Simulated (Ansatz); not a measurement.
Calculated with Ansatz (gas phase, PBE0-D4/def2-TZVP geometries, no zero-point term in ΔE). CBS: MP2 limit from def2 TZ/QZ plus the TZ coupled-cluster correction, frozen cores. DFT in def2-TZVPP. Each species was taken in one conformer, which may not be the lowest.

`[SiH3]C1=CS1` + `CO[CH2][AlH][OH]` → `CO[CH2][AlH][SiH3]` + `OC1=CS1`  (formal exchange of groups at the Si–C bond)

CCSD(T)/CBS gives +59.4 kcal/mol.

(1) Another level gave +59.8 kcal/mol. Which?
A. PBE0/def2-TZVPP
B. SCS-MP2/def2-TZVPP
C. HF/def2-TZVPP
D. ωB97M-V/def2-TZVPP

Largest T1 diagnostic among the species: 0.013.

Results:

(1) C. HF/def2-TZVPP 59.8, PBE0 50.7, SCS-MP2/def2-TZVPP 61.7, ωB97M-V 57.2 kcal/mol.

From PBE to PBE0 (25 % exact exchange), in def2-TZVPP and without D4, ΔE moves by +1.6 kcal/mol.
